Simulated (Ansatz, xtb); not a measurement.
# Two isomers of C3H6SSi

We compare a, `[SiH3]CC#CS`, a singlet, with b, `C#C[C@@H]([SiH3])S`, a singlet. Both are isolated molecules in the gas phase, relaxed with PBE0-D3(BJ)/def2-SVP; the shapes shown needn't be the lowest conformers.

a (Å):

```xyz
11

C    -1.0221   -1.0027    0.5030
C    -1.8441   -0.7650    1.6693
C    -2.5533   -0.5079    2.6250
S    -3.4909   -0.2953    4.0128
Si   -1.1426    0.4463   -0.7226
H    -2.5560    0.6110   -1.1711
H    -0.2770    0.1554   -1.9061
H    -0.6776    1.7024   -0.0654
H    -1.3306   -1.9216   -0.0257
H     0.0398   -1.1278    0.7784
H    -4.0034    0.9181    3.6961
```

b (Å):

```xyz
11

C    -2.1139    2.0283    1.6916
C    -2.1412    0.8538    1.3921
C    -2.1541   -0.5428    1.0117
S    -1.6993   -1.6771    2.3768
Si   -0.9232   -0.8211   -0.4282
H    -2.0898    3.0674    1.9625
H    -3.1509   -0.8234    0.6298
H    -1.3516    0.0375   -1.5692
H     0.4471   -0.4492    0.0218
H    -0.9645   -2.2591   -0.8263
H    -2.6631   -1.2763    3.2354
```

Estimate E(b) − E(a) at the level CCSD(T)/def2-SVP + ΔMP2/def2-TZVPP.

Calculated at CCSD(T)/def2-SVP + ΔMP2/def2-TZVPP: E(b) − E(a) = +4.8 kcal/mol, so structure a lies lower.

How the difference moves with the method:

```tsv
level	geometry	E(b) − E(a) (kcal/mol)	departure from the last row (kcal/mol)	job, with rough time for the two
GFN2-xTB	GFN2-xTB	+5.8	+1.0	optimisation, 0.3 s
HF/STO-3G	GFN2-xTB	+13.8	+9.0	single point, 0.4 s
r2SCAN-D4/def2-SVP	GFN2-xTB	+7.6	+2.8	single point, 3 s
PBE0-D3(BJ)/def2-SVP	PBE0-D3(BJ)/def2-SVP	+7.0	+2.2	optimisation, 40 s
HF/def2-SVP	PBE0-D3(BJ)/def2-SVP	+6.3	+1.5	part of the CCSD(T) run
MP2/def2-SVP	PBE0-D3(BJ)/def2-SVP	+5.2	+0.4	part of the CCSD(T) run
CCSD(T)/def2-SVP	PBE0-D3(BJ)/def2-SVP	+5.2	+0.4	single point
CCSD(T)/def2-SVP + ΔMP2/def2-TZVPP	PBE0-D3(BJ)/def2-SVP	+4.8		single point, 26 s
```

As drawn, both hold the same kinds of bond in the same numbers.

None of the levels shown reverses the order. The largest departure from CCSD(T)/def2-SVP + ΔMP2/def2-TZVPP is that of HF/STO-3G, 9.0 kcal/mol. The last row adds to CCSD(T) the change of the MP2 difference between the two basis sets, here −0.4 kcal/mol.

With harmonic frequencies from PBE0-D3(BJ)/def2-SVP (ideal gas, rigid rotor, one conformer each, 298.15 K, 1 atm): the zero-point term adds −0.4 kcal/mol; ΔH is +4.3 and ΔG +4.9 kcal/mol.

The correlated steps freeze 13 core orbitals. Mirror images aren't counted in ΔG. Run with Ansatz 0.2.0, xtb 6.7.1; the last row on 2 threads of Intel(R) Xeon(R) 6975P-C (Granite Rapids) on a shared host.
